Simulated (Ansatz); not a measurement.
Consider the hydrogenolysis of a Ga–C bond: `[CH3][Ga]([CH3])[C]#N` + H₂ → `[CH3][GaH][CH3]` + `C#N`.

Isolated molecules relaxed with PBE0-D4/def2-TZVP in Ansatz; ΔE leaves out vibrations. CCSD(T)/CBS is the MP2 limit (def2-TZVPP, def2-QZVPP) plus CCSD(T) − MP2 in def2-TZVPP, frozen cores. This one scheme is used for every species. Functionals use def2-TZVPP. For Ga outer-core shells are correlated without core-valence functions, which leaves a few kJ/mol of doubt a bond. Scalar relativity is left out up to krypton.

```json
{"level": "revPBE-D4", "ΔE (kJ/mol)": "48.9"}
{"level": "PBE0-D4", "ΔE (kJ/mol)": "45.8"}
{"level": "r2SCANh-D4", "ΔE (kJ/mol)": "49.2"}
{"level": "B2PLYP", "ΔE (kJ/mol)": "47.0"}
```

(1) What does CCSD(T)/CBS give? (An estimate is asked.)

Largest T1 diagnostic among the species: 0.014.

Results:

(1) Ansatz gave: +50.4 kJ/mol. The listed levels differ from it by -1.5, -4.6, -1.2, -3.4 kJ/mol.

In def2-TZVPP, CCSD(T) changes the Hartree–Fock value by +12.6 kJ/mol (the triples alone add +3.9 kJ/mol) and MP2 by +19.3 kJ/mol. Leaving LDA and LC-ωPBE aside and taking each functional with its dispersion term where it has one, the values, not all of them listed here, spread over 12.6 kJ/mol, from B97M-V to r2SCAN-D4.
